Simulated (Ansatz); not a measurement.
Two structures of AlH4Cl2OF, singlet, reached by relaxing down either side of one saddle point (PBE0-D4/def2-TZVP). Energies are electronic, without zero-point energy. Ansatz 0.2.0; basis: def2-TZVPP and def2-QZVPP; cores frozen in the correlated methods. Extrapolation: Hartree–Fock as exp(−7.88 √X), correlation as X^−2.97. First:

```
9
angstrom
Al -0.9668 0.3325 -0.3245
H -1.0519 -0.8058 0.8102
Cl -1.2614 -0.3374 -2.3069
Cl -1.8085 2.1730 0.2222
H 1.3785 -0.0192 0.2948
O 0.9410 0.5818 -0.3505
H 0.2369 -1.1935 1.3709
F 1.1855 -1.2069 1.5031
H 1.3468 0.4756 -1.2192
```

Second:

```
atom    x (Å)    y (Å)    z (Å)
 Al1  -0.6679   0.5486  -0.5695
  H2  -1.1316  -1.2230   0.5028
 Cl3  -1.6765  -0.2996  -2.1830
 Cl4  -1.5931   1.8903   0.7069
  H5   1.5312  -0.0537   0.8599
  O6   1.0442   0.5247  -0.5849
  H7  -0.5094  -1.0492   0.9083
  F8   1.4829  -0.5041   1.6947
  H9   1.5203   0.1660  -1.3353
```

Problem. Which bonds change from the first to the second?

Solution. AlHCl₂ ([Cl][AlH][Cl]) + H₂O + HF → AlHCl₂O ([OH][Al]([Cl])[Cl]) + HF + H₂; bonds formed: H2–H7, H5–F8; dative contacts that become bonds: Al1–O6; bonds broken: Al1–H2, H5–O6, H7–F8.

Problem. Give the saddle point's structure and its height above each. (An estimate is asked for; the value comes from the calculation.)

Solution. By the calculation: 12.17 kcal/mol above the first and 14.83 kcal/mol above the second (CCSD(T) at an estimated basis limit (MP2 extrapolated from triple and quadruple zeta, plus CCSD(T) − MP2 in triple zeta)).
Al1  (-0.799, 0.392, -0.401)
H2  (-0.938, -0.849, 0.806)
Cl3  (-1.398, -0.455, -2.217)
Cl4  (-1.802, 2.027, 0.410)
H5  (1.312, -0.192, 0.487)
O6  (1.000, 0.551, -0.356)
H7  (-0.056, -0.953, 1.089)
F8  (1.176, -0.978, 1.351)
H9  (1.503, 0.456, -1.169)
(Å)

The T1 diagnostic stays at or below 0.011.

Labels in which every atom is bracketed show which atoms are joined, not bond orders.

For scale, one of the runs: CCSD(T)/def2-TZVPP, 244 basis functions, launched by `ansatz run in.yaml --threads 8 --pin off --events-out ev --progress --plain --max-ram 19148MiB`. Time: 44 s of wall clock on 8 CPU threads of an Intel Xeon Platinum 8488C; the host was shared. Peak host memory: 4.7 GiB.
